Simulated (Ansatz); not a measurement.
Consider the formal exchange of groups at a Ge–Si bond: `[GeH3][SiH2][GeH3]` + `[OH][GeH]([GeH3])[GeH3]` → `[OH][Ge]([GeH3])([GeH3])[GeH3]` + `[SiH3][GeH3]`.

Isolated molecules relaxed with PBE0-D4/def2-TZVP in Ansatz; ΔE leaves out vibrations. CBS: MP2 limit from def2 TZ/QZ plus the TZ coupled-cluster correction, frozen cores. Functionals use def2-TZVPP. B3LYP here is the variant with VWN-RPA as its local correlation; programs differ in this. For Ge outer-core shells are correlated without core-valence functions, which leaves a few kJ/mol of doubt a bond. Scalar relativity is left out up to krypton. Each species was taken in one conformer, which may not be the lowest.

`[GeH3][SiH2][GeH3]`:

Z-matrix (Å, degrees):
```
Ge
Si 1 2.379
H 1 1.538 2 110.1
H 1 1.538 2 111.3 3 120.4
H 1 1.538 2 110.1 3 -119.3
Ge 2 2.379 1 110.5 3 59.7
H 2 1.489 1 109.5 3 -179.6
H 2 1.489 1 109.5 3 -61.1
H 6 1.538 2 110.1 1 -59.6
H 6 1.538 2 110.1 1 59.7
H 6 1.538 2 111.3 1 -180.0
```

`[OH][GeH]([GeH3])[GeH3]`:

Cartesian coordinates in Å:
```
O -1.924 0.486 0.883
Ge -0.341 -0.314 0.597
Ge -0.599 -1.369 -1.568
Ge 1.433 1.351 0.665
H -1.998 0.842 1.771
H -0.111 -1.363 1.715
H 0.703 -2.106 -1.928
H -0.871 -0.299 -2.636
H -1.757 -2.377 -1.547
H 1.373 2.140 1.986
H 1.282 2.339 -0.503
H 2.809 0.671 0.564
```

`[OH][Ge]([GeH3])([GeH3])[GeH3]`:

```xyz
15

O    -0.565    0.405   -2.102
Ge   -0.134    0.076   -0.384
Ge    0.967   -2.095   -0.237
Ge   -2.277    0.091    0.754
Ge    1.341    1.843    0.423
H     0.206    0.430   -2.673
H     0.011   -3.223   -0.659
H     1.433   -2.349    1.207
H     2.199   -2.123   -1.159
H    -2.955    1.460    0.598
H    -2.042   -0.181    2.250
H    -3.192   -1.004    0.186
H     0.618    3.199    0.430
H     2.579    1.949   -0.487
H     1.812    1.521    1.852
```

`[SiH3][GeH3]`:

Cartesian coordinates in Å:
```
Si 1.100 0.017 0.480
Ge -1.079 -0.016 -0.471
H 1.504 -1.358 0.878
H 1.120 0.890 1.683
H 2.080 0.538 -0.508
H -1.110 -0.911 -1.722
H -1.512 1.402 -0.880
H -2.103 -0.562 0.539
```

```json
{"level": "r2SCAN0-D4", "ΔE (kcal/mol)": "-3.4", "difference from CCSD(T)/CBS": "0.7"}
{"level": "CAM-B3LYP-D4", "ΔE (kcal/mol)": "-3.9", "difference from CCSD(T)/CBS": "0.2"}
{"level": "PBE", "ΔE (kcal/mol)": "-3.0", "difference from CCSD(T)/CBS": "1.1"}
{"level": "BLYP", "ΔE (kcal/mol)": "-3.9", "difference from CCSD(T)/CBS": "0.2"}
{"level": "B3LYP", "ΔE (kcal/mol)": "-3.6", "difference from CCSD(T)/CBS": "0.5"}
{"level": "CAM-B3LYP", "ΔE (kcal/mol)": "-3.3", "difference from CCSD(T)/CBS": "0.8"}
{"level": "CCSD(T)/def2-SVP", "ΔE (kcal/mol)": "-3.5", "difference from CCSD(T)/CBS": "0.6"}
{"level": "HF/def2-TZVPP", "ΔE (kcal/mol)": "-3.2", "difference from CCSD(T)/CBS": "0.9"}
{"level": "CCSD/def2-TZVPP", "ΔE (kcal/mol)": "-3.9", "difference from CCSD(T)/CBS": "0.2"}
{"level": "HF/CBS(def2)", "ΔE (kcal/mol)": "-3.0", "difference from CCSD(T)/CBS": "1.1"}
{"level": "CCSD(T)/CBS", "ΔE (kcal/mol)": "-4.1", "difference from CCSD(T)/CBS": "0"}
```

Largest T1 diagnostic among the species: 0.012.

Leaving LDA and LC-ωPBE aside and taking each functional with its dispersion term where it has one, the values, not all of them listed here, spread over 3.4 kcal/mol, from BLYP-D4 to B97M-V. The D4 term adds −0.9 kcal/mol with B3LYP and −0.6 kcal/mol with PBE0; it sums over pairs of atoms, weighted by their polarisabilities, and B3LYP, whose exchange is more repulsive, gets the larger term.
